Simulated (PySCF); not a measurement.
The dipole of `[SiH3]c1ccc(Cl)cn1` from its density and from atomic charges.

Coordinates (GFN2-xTB, Å) and charges (e) from the PBE0/pcSseg-1 density (PySCF):

| atom | x | y | z | Mulliken | IAO | Hirshfeld | ESP-fitted |
| --- | --- | --- | --- | --- | --- | --- | --- |
| Si1 | 2.519 | -0.027 | 0.257 | +0.5759 | +0.6164 | +0.3104 | +0.2720 |
| C2 | 0.631 | -0.007 | 0.101 | -0.1022 | -0.1392 | -0.0309 | +0.5071 |
| C3 | -0.068 | -0.388 | -1.041 | -0.1218 | -0.1615 | -0.0452 | -0.6144 |
| C4 | -1.450 | -0.316 | -1.055 | +0.1370 | -0.1334 | -0.0399 | +0.3850 |
| C5 | -2.090 | 0.140 | 0.088 | -0.3272 | -0.0379 | +0.0136 | -0.4963 |
| Cl6 | -3.812 | 0.260 | 0.142 | -0.0722 | -0.0188 | -0.0223 | -0.0242 |
| C7 | -1.321 | 0.499 | 1.190 | +0.2839 | -0.0172 | +0.0091 | +0.6367 |
| N8 | -0.007 | 0.425 | 1.186 | -0.4285 | -0.2653 | -0.1467 | -0.7321 |
| H9 | 3.010 | 1.348 | 0.165 | -0.0758 | -0.1113 | -0.0710 | -0.0681 |
| H10 | 3.048 | -0.817 | -0.860 | -0.1123 | -0.1299 | -0.0792 | -0.0976 |
| H11 | 2.875 | -0.629 | 1.537 | -0.0739 | -0.1044 | -0.0678 | -0.0595 |
| H12 | 0.468 | -0.739 | -1.909 | +0.1019 | +0.1616 | +0.0565 | +0.2104 |
| H13 | -2.022 | -0.604 | -1.924 | +0.1033 | +0.1728 | +0.0603 | +0.0717 |
| H14 | -1.781 | 0.855 | 2.101 | +0.1119 | +0.1681 | +0.0531 | +0.0093 |

Task: Compute μ = Σ q r for each scheme (1 e·Å = 4.803 D) and compare with the dipole of the full density.

Result: The full density gives (0.17, -0.61, -1.64) D, 1.76 D in size; dipole vectors point from the negative to the positive end.

```
    scheme    μx     μy     μz  size (D)  share of the full size (%)  angle to the full dipole (°)
  Mulliken  3.07  -0.59  -1.33      3.40                         193                            59
       IAO  1.15  -0.48  -1.17      1.71                          97                            37
 Hirshfeld  0.14  -0.29  -0.77      0.83                          47                             4
ESP-fitted  0.22  -0.62  -1.65      1.77                         101                             1
```

Task: Which set comes closest?

Result: Length of the difference vector: ESP-fitted 0.05 D, Hirshfeld 0.93 D, IAO 1.09 D, Mulliken 2.91 D. Closest: ESP-fitted. The schemes that divide the density aren't constrained to reproduce the dipole.

Task: What is left for the Hirshfeld atoms' own dipoles?

Result: The Hirshfeld atoms' densities add up to the full density, so μ = Σ q r + Σ (atomic dipoles). The atomic dipoles sum to (0.17, -0.61, -1.64) − (0.14, -0.29, -0.77) = (0.03, -0.32, -0.87) D, 0.93 D in size.

Task: With the origin at the mean of the coordinates, (0.000, 0.000, -0.002) Å, which are the largest single terms, by size, of the IAO dipole along the direction of the full one?

Result: H14 -1.97, H12 +1.62, N8 +1.60, H13 +1.50, H10 -0.86 D; all 14 atoms together +1.37 D. The single terms depend on the origin, their sum doesn't.

Task: Give the size of the full dipole in other units.

Result: 1.76 D = 0.691 au = 0.366 e·Å = 5.86 × 10⁻³⁰ C·m.

Geometry: GFN2-xTB; no solvent, vibrations or thermal averaging.
